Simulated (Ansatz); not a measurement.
Basis sets compared for InH₃. Charge 0, multiplicity 1. Geometry PBE0-D4/def2-TZVP. Ansatz on 4 threads of Arm Neoverse V2 on a shared host; times are rough, and most runs start from earlier orbitals.

```tsv
atom	x (Å)	y (Å)	z (Å)
In1	0.0000	0.0000	-0.0002
H2	-1.1642	1.1172	-0.6086
H3	-0.3520	-1.6880	0.0180
H4	1.5162	0.5707	0.5907
```

In the def2 sets In takes a core potential; there is no spin–orbit coupling.

Binding counts from free atoms (In doublet, H doublet) in the same basis, without a counterpoise term.

```tsv
level	functions	energy (Eh)	HOMO (eV)	LUMO (eV)	binding per atom (eV)	wall time
PBE-D4/def2-SVP	41	-191.8703	-6.95	-2.62	1.79	0.2 s
PBE-D4/def2-TZVP	68	-191.8824	-7.00	-2.65	1.81	0.25 s
r2SCAN-D4/def2-TZVP	68	-191.9576	-7.29	-2.30	1.88	0.55 s
PBE0-D4/def2-SVP	41	-191.8760	-8.14	-1.86	1.81	0.25 s
PBE0-D4/def2-TZVP	68	-191.8863	-8.17	-1.90	1.83	0.3 s
```

(1) Estimate the rows for PBE-D4/def2-TZVPD, r2SCAN-D4/def2-TZVPD, PBE0-D4/def2-TZVPD.

Results:

(1) 
| level | functions | energy (Eh) | HOMO (eV) | LUMO (eV) | binding per atom (eV) | wall time |
| --- | --- | --- | --- | --- | --- | --- |
| PBE-D4/def2-TZVPD | 83 | -191.8826 | -7.00 | -2.66 | 1.81 | 0.35 s |
| r2SCAN-D4/def2-TZVPD | 83 | -191.9578 | -7.29 | -2.31 | 1.88 | 0.65 s |
| PBE0-D4/def2-TZVPD | 83 | -191.8864 | -8.17 | -1.90 | 1.83 | 0.3 s |
